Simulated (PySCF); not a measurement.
C2H9NSi3, SMILES [SiH3][Si@H]1CN=C[SiH2]1. Atoms are numbered in the order given.

```xyz
15

Si    -2.4771     0.5581    -0.3120
Si    -0.5594    -0.4515     0.5772
C      0.4001    -1.4988    -0.7619
N      1.7412    -1.0196    -1.0816
C      2.2303     0.0042    -0.5016
Si     1.2504     0.9941     0.8303
H     -3.4707    -0.4646    -0.7584
H     -3.1316     1.4535     0.6872
H     -2.0742     1.3734    -1.4971
H     -0.8712    -1.2668     1.7881
H     -0.1670    -1.5508    -1.7075
H      0.4877    -2.5482    -0.4301
H      3.2520     0.2938    -0.8039
H      1.9647     0.9967     2.1404
H      1.0449     2.4077     0.3977
```
Charge 0, spin multiplicity 1.

Coordinates come from a B3LYP-D3(BJ)/def2-SVP optimisation. The structure was generated by enumeration; whether it is a known compound was not checked. Other conformers were not sampled.

Computed with PySCF with SMD-B3LYP/6-31G*.

Solvation free energies are E(SMD) − E(gas) at the gas-phase geometry, for 1 M in both phases. In vacuum the dipole moment is 0.74 D.

```
solvent          ΔG(solv) (kcal/mol)  its non-electrostatic (CDS) part  dipole (D)
---------------  -------------------  --------------------------------  ----------
water                            1.0                               4.4        0.94
benzene                         -1.8                              -0.3        0.83
tetrahydrofuran                 -1.9                               0.8        0.90
```
